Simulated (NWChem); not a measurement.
Molecule: CH$_{3}$ClGeO, singlet; SMILES C[O][Ge][Cl]

```xyz
7

Ge     0.8296    -0.1226    -0.0004
Cl    -1.0187    -1.3617     0.0009
O      0.1335     1.5018    -0.0003
C     -1.1834     1.9872     0.0005
H     -1.9255     1.1719     0.0012
H     -1.3430     2.6159     0.8920
H     -1.3443     2.6154    -0.8911
```
Atoms are numbered in this order, from 1.

Results from NWChem. Low-valent species are run as closed-shell singlets; no triplet was tried in these runs. Coordinates come from a PBE0/def2-SVP optimisation. GIAO values for the isolated, static molecule; σ is the absolute isotropic shielding, δ = σ(reference) − σ with the isolated reference molecule computed at the same levels (13C: tetramethylsilane, 1H: tetramethylsilane, 17O: water).

For level BHandHLYP/pcSseg-1:

| Item | Result |
|---|---|
| σ Ge1 (ppm) | 1129.0 |
| σ Cl2 (ppm) | 605.1 |
| δ O3 (ppm) | 226.1 |
| δ C4 (ppm) | 54.1 |
| δ H5 (rotor mean) (ppm) | 4.17 |

Question: What are these values for level LDA (Slater exchange, VWN5)/pcSseg-1?

Answer: 
| Quantity | Value |
|---|---|
| σ Ge1 (ppm) | 952.9 |
| σ Cl2 (ppm) | 479.8 |
| δ O3 (ppm) | 299.0 |
| δ C4 (ppm) | 59.0 |
| δ H5 (rotor mean) (ppm) | 4.56 |
